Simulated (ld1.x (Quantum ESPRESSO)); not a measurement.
## Cl: one change to a PAW potential, before and after

```
Element                 : Cl
Generator               : ld1.x (Quantum ESPRESSO) 7.5
Type                    : PAW
Functional              : PBE
Relativity              : non-relativistic
Frozen core             : [Ne]
Valence charge          : 7
Reference configuration : 3s2 3p5
Partial waves           : 3s (bound): rcut 1.05, rcutus 1.20 bohr; 3s channel at 1.4 Ry: rcut 1.05, rcutus 1.20 bohr; 3p (bound): rcut 1.35, rcutus 1.60 bohr; 3p channel at 0.05 Ry: rcut 1.35, rcutus 1.60 bohr; 3d channel at -0.1 Ry: rcut 1.05, rcutus 1.15 bohr; 3d channel at 1.75 Ry: rcut 1.05, rcutus 1.15 bohr
Local potential         : all-electron potential smoothed inside 1.45 bohr (lloc = -1)
Core correction         : Bessel-smoothed model core inside 0.70 bohr
Augmentation charge     : PSQ, inside the norm-conserving radii
```

Change: waves 3p (bound): rcut 1.35, rcutus 2.14 bohr; 3p channel at 0.05 Ry: rcut 1.35, rcutus 2.14 bohr.

Cutoffs: the cutoffs (Ry, on a coarse ladder) from which the occupation-weighted sum of valence levels, in a spherical-Bessel basis at the reference potential, stays within 10 and 1 mRy of its value at 400 Ry; they do not see the model core or the augmentation charge, which bear on the density cutoff. Errors are all-electron minus pseudo energies relative to the spin-unpolarised reference configuration.

Problem. How do hardness, ghosts and transferability respond?

Solution. The potential gets softer (30 Ry and 50 Ry → 25 Ry and 50 Ry); of the 7 tests that both files solve, the error grows in 0 and shrinks in 2 by more than 15 % and 0.3 meV (median size 0.6 → 0.5 meV); neither file shows a bound ghost. A larger radius leaves more room for a smooth pseudo-wave, so fewer plane waves are needed.

```tsv
quantity	base	changed
cutoff, loose	30 Ry	25 Ry
cutoff, tight	50 Ry	50 Ry
loose cutoff by channel (10 mRy a level)	s 21 Ry, p 18 Ry	s 21 Ry, p 12 Ry
bound ghosts	none	none
error for 3s2 3p4, meV [ΔE 13.89 eV]	-0.6	-0.5
error for 3s2 3p3, meV [ΔE 39.35 eV]	-5.3	-4.0
error for 3s2 3p2, meV [ΔE 77.66 eV]	-23	-19
error for 3s1 3p6, meV [ΔE 11.97 eV]	+0.1	+0.3
error for 3s2 3p4.5, meV [ΔE 5.59 eV]	-0.1	-0.1
error for 3s2 3p5.3, meV [ΔE -2.14 eV]	0.0	0.0
error for 3s2 3p1, meV [ΔE 129.90 eV]	-74	-65
lowest overlap eigenvalue by channel	s 0.49, p 0.81, d 0.96	s 0.49, p 0.91, d 0.96
```
